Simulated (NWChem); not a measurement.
SiNH₂F₃; SMILES N[Si](F)(F)F

```xyz
7

N     -0.0071    -1.6276     0.4278
Si     0.0000    -0.0014    -0.0011
F     -1.3083     0.3345    -0.8581
F      1.3146     0.3247    -0.8522
F      0.0012     1.0510     1.2101
H     -0.8519    -2.0897     0.7403
H      0.8323    -2.0965     0.7442
```
Atoms are numbered in this order, from 1.

All runs use the structure optimised with PBE0/def2-SVP.

Give the principal values of the shielding tensors (ppm) of N1, Si2, F3, F5 from PBE/pcSseg-1, GIAO (NWChem), with their diamagnetic and paramagnetic parts as GIAO splits them.


```json
[
 {"atom": "N1", "σ11": "215.3", "σ22": "247.3", "σ33": "277.5", "isotropic": "246.7", "diamagnetic": "318.9", "paramagnetic": "-72.2"},
 {"atom": "Si2", "σ11": "384.5", "σ22": "399.8", "σ33": "437.3", "isotropic": "407.2", "diamagnetic": "882.1", "paramagnetic": "-474.9"},
 {"atom": "F3", "σ11": "270.8", "σ22": "282.1", "σ33": "403.4", "isotropic": "318.7", "diamagnetic": "470.2", "paramagnetic": "-151.5"},
 {"atom": "F5", "σ11": "249.7", "σ22": "270.2", "σ33": "390.1", "isotropic": "303.3", "diamagnetic": "470.6", "paramagnetic": "-167.3"}
]
```
